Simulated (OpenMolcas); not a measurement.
## How methods differ on Si2H4ClF (SMILES F[SiH]([SiH3])Cl)

Si2H4ClF: 8 atoms, total charge 0, spin state singlet. As SMILES, `F[SiH]([SiH3])Cl`. Geometry: relaxed at PBE0-D4/def2-TZVP.

```jsonl
{"atom": "F", "x (Å)": "-1.3290", "y (Å)": "1.7968", "z (Å)": "0.1612"}
{"atom": "Si", "x (Å)": "-0.3829", "y (Å)": "0.8128", "z (Å)": "-0.6677"}
{"atom": "Si", "x (Å)": "0.5390", "y (Å)": "-0.7930", "z (Å)": "0.7613"}
{"atom": "Cl", "x (Å)": "-1.5341", "y (Å)": "-0.1301", "z (Å)": "-2.0759"}
{"atom": "H", "x (Å)": "0.5966", "y (Å)": "1.6554", "z (Å)": "-1.3923"}
{"atom": "H", "x (Å)": "1.3557", "y (Å)": "-0.1311", "z (Å)": "1.8123"}
{"atom": "H", "x (Å)": "1.4035", "y (Å)": "-1.6938", "z (Å)": "-0.0444"}
{"atom": "H", "x (Å)": "-0.5566", "y (Å)": "-1.5741", "z (Å)": "1.3896"}
```

Quantity: the energy change with the Si2–H5 bond stretched from 1.481 to 1.704 Å, in eV. The values are calculated.

| level | kind | program | value (eV) | CPU time (all runs) |
| --- | --- | --- | --- | --- |
| SVWN5/def2-SVP (restricted) | LDA | OpenMolcas | 0.25 | 45 s |
| PBE/def2-SVP (restricted) | GGA | OpenMolcas | 0.25 | 59 s |
| revPBE/def2-SVP (restricted) | GGA | OpenMolcas | 0.25 | 62 s |
| r2SCAN/def2-SVP (restricted) | meta-GGA | OpenMolcas | 0.31 | 75 s |
| B3LYP/def2-SVP (restricted) | global hybrid | OpenMolcas | 0.31 | 62 s |
| BHLYP/def2-SVP (restricted) | global hybrid | OpenMolcas | 0.37 | 55 s |
| B2PLYP/def2-SVP (restricted) | double hybrid | OpenMolcas | 0.34 | 44 s |
| MP2/def2-SVP (restricted) | perturbation theory | OpenMolcas | 0.37 | 15 s |

The first shape isn't each level's own minimum. The values span 0.25 to 0.37 eV. CPU times are rough (shared hosts, several kinds of processor): they show what a rung costs within a factor of a few.
